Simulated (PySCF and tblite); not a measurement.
Values are calculated unless marked as measured or tabulated.
C₈H₇FO₂, numbered as in [CH2:1]=[C:2]1[CH:3]=[C:4]([C:5](=[O:6])[O:7][CH3:8])[CH:9]=[C:10]1[F:11]. Conformers came from 90 starts (ETKDG and KDG, MMFF94s, GFN2-xTB); geometries are GFN2-xTB. Free energies are PBE0-D3(BJ)/pcSseg-1 single points with GFN2-xTB rigid-rotor and vibrational terms (modes under about 100 cm⁻¹ blended into free rotors). Symmetry numbers and mirror images are counted. Conformers within 2.5 kcal/mol (GFN2-xTB free energy) were kept, 4 at most. GIAO shieldings: PBE0/pcSseg-1. Shifts are against TMS (¹H), TMS (¹³C), CFCl3 (¹⁹F) at the same level. Run with PySCF (density fitting) and tblite.

Torsions listed: C3–C4–C5–O7, O6–C5–O7–C8. The 5-ring runs over atoms 2–3–4–9–10.

```csv
conformer,shape,point group,mirror pair,ΔE(DFT),Δ(G−E) at 250 K,δ H3 (ppm)
1,"5-ring flat; 0°, 0°",Cs,no,0.00,0.00,6.44
2,"5-ring flat; 180°, 0°",Cs,no,0.20,0.03,6.76
```

Energies in kcal/mol; the thermal term leaves out symmetry numbers and mirror images.

Problem. Work out the weights at 250 K and the ¹H shift of H3 under fast exchange.

Solution. RT = 0.497 kcal/mol. Each conformer gets RT ln(σ/g), with σ the rotational symmetry number and g = 2 for a mirror pair: 1: σ = 1, g = 1, G = 0.00 + 0.00 + 0.00 = 0.00, 0.00 above the lowest, exp(−ΔG/RT) = 1.000; 2: σ = 1, g = 1, G = 0.20 + 0.03 + 0.00 = 0.23, 0.23 above the lowest, exp(−ΔG/RT) = 0.633. The sum is 1.633, so the weights are 61.2, 38.8 %. The averaged shift is 6.56 ppm. At 298.15 K it is 6.57 ppm. At 298.15 K the leading conformer alone gives 6.44 ppm and bare DFT energies give 6.57 ppm.

The minima are those of GFN2-xTB; planar forms about aryl–S or allylic bonds may be saddles in DFT.


Conformer gaps in pcSseg-1 on xTB geometries can be 2 kcal/mol off for S=O, P=O and other polar bonds.